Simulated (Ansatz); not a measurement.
Input file for Ansatz (a program for electronic structure): U-wB97M-V/def2-TZVPP on F3W (SMILES [F][W]([F])[F]), 2S+1 = 4, a spin state set in the input, which need not be the lowest. Elements past Kr take the def2 small-core potentials; no spin–orbit coupling.

Ansatz 0.2 input:
```yaml
crystal:
  periodic: [false, false, false]
  atoms:
    - {symbol: W, position_ang: [-0.01446526, 0.01676917, -0.01406852]}
    - {symbol: F, position_ang: [1.79038838, -0.37562635, -0.35257110]}
    - {symbol: F, position_ang: [-0.78459086, -0.45399983, 1.63252585]}
    - {symbol: F, position_ang: [-1.04921998, 0.87982229, -1.32193039]}
basis:
  gaussian:
    orbitals: def2-TZVPP
hamiltonian:
  xc: {name: wB97M-V}
magnetization: {spin_polarized: true, initial_magnetization: 3}
```

Output:

```
WARN ansatz: RAYON_NUM_THREADS=4 ignored (pool sized by the plan → 4); use --threads N
Functional definition: wB97M-V
integrals: 0.08 GiB planned
808 factors; their error is unknown
integrals: 0.11 GiB planned
156 factors; integrals over basis functions are off by at most 1.2e-5 eV
mean field: 1.03 GiB planned
mean field evaluation 1: about -9973.1725 eV, gradient 3.9e1 eV
mean field evaluation 2: about -9966.8178 eV, gradient 6.5e1 eV
mean field evaluation 4: about -9978.4342 eV, gradient 1.0e0 eV
mean field evaluation 8: about -9978.4592 eV, gradient 2.5e-2 eV
mean field evaluation 16: about -9978.4840 eV, gradient 1.6e-4 eV
mean field -9978.48396494 eV, -366.7025220522 hartree, gradient 1.9e-5 eV, S^2 3.755152; 0 other end points of the search recorded, 0 dependent functions left out
reference -9978.48401281 eV, -366.7025238115 hartree; 22, 19 occupied and 127, 130 virtual orbitals, 808 factors
Total energy: -9978.48401281 eV, -366.7025238115 hartree
```

The calculation finished and met its thresholds.

Cost: about 15 core-seconds (a rough figure).
